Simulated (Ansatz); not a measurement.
Input for Ansatz (a quantum-chemistry and plane-wave program): R-CCSD(T)/def2-TZVPPD on CHIO2 (a complex), monomers drawn apart or pushed together. Elements past Kr take the def2 small-core potentials; no spin–orbit coupling. Files ending in .json are basis or fitting sets from the Basis Set Exchange. The run froze 12 orbitals, filled d shells among them.

Ansatz 0.2 input:
```yaml
crystal:
  periodic: [false, false, false]
  atoms:
    - {symbol: O, position_ang: [1.13097344, -0.11991734, -0.02415050]}
    - {symbol: C, position_ang: [-0.00881629, 0.04349541, 0.10863795]}
    - {symbol: O, position_ang: [-1.15079624, 0.20741376, 0.23111172]}
    - {symbol: I, position_ang: [0.16900876, -0.10474426, 6.76805977]}
    - {symbol: H, position_ang: [-1.41694361, 0.12986283, 6.56902962]}
basis:
  gaussian:
    orbitals: def2-TZVPPD.json
magnetization: {spin_polarized: false}
correlation: {method: ccsd_t, electrons: outside_noble_gas}
scf: {lower_state_search: off}
```

Program output:

```
WARN ansatz: RAYON_NUM_THREADS=1 ignored (pool sized by the plan → 1); use --threads N
Functional definition: HF
these checks for a lower state are left out or cut short: stability, starts, cluster_reference, orbital_swaps, neighbouring_geometries, increment
integrals: 0.69 GiB planned
1356 factors; integrals over basis functions are off by at most 1.2e-3 eV
mean field: 0.57 GiB planned
mean field evaluation 1: about -13193.5140 eV, gradient 3.9e1 eV
mean field evaluation 2: about -13193.6387 eV, gradient 3.9e1 eV
mean field evaluation 4: about -13196.3930 eV, gradient 2.5e0 eV
mean field evaluation 8: about -13196.4286 eV, gradient 2.6e-1 eV
mean field -13196.42882472 eV, -484.9598144477 hartree, gradient 1.9e-6 eV, S^2 0.000000; 0 other end points of the search recorded, 0 dependent functions left out
12 core orbitals not correlated
reference -13196.42882472 eV, -484.9598144477 hartree; 12, 12 occupied and 169, 169 virtual orbitals, 1356 factors
second order -20.45088853 eV of doubles, -0.00000000 eV of singles
coupled cluster: 2.12 GiB planned
cycle   1  -19.99459472 eV  change    4.6e-1 eV  update   1.3e-1
cycle   2  -20.61123216 eV  change   -6.2e-1 eV  update   4.3e-2
cycle   3  -20.75383346 eV  change   -1.4e-1 eV  update   1.8e-2
cycle   4  -20.73325661 eV  change    2.1e-2 eV  update   3.4e-3
cycle   5  -20.73454094 eV  change   -1.3e-3 eV  update   1.2e-3
cycle   6  -20.73445864 eV  change    8.2e-5 eV  update   2.5e-4
cycle   7  -20.73422256 eV  change    2.4e-4 eV  update   8.4e-5
cycle   8  -20.73425408 eV  change   -3.2e-5 eV  update   2.4e-5
cycle   9  -20.73425319 eV  change    8.9e-7 eV  update   5.7e-6
perturbative correction -0.93734048 eV, -0.0344466271 hartree
Total energy: -13218.10041838 eV, -485.7562308253 hartree
Checks for a lower state left out: stability, starts, cluster_reference, orbital_swaps, neighbouring_geometries, increment
```

The calculation finished and met its thresholds.

Cost: about 2.4 core-minutes (a rough figure).
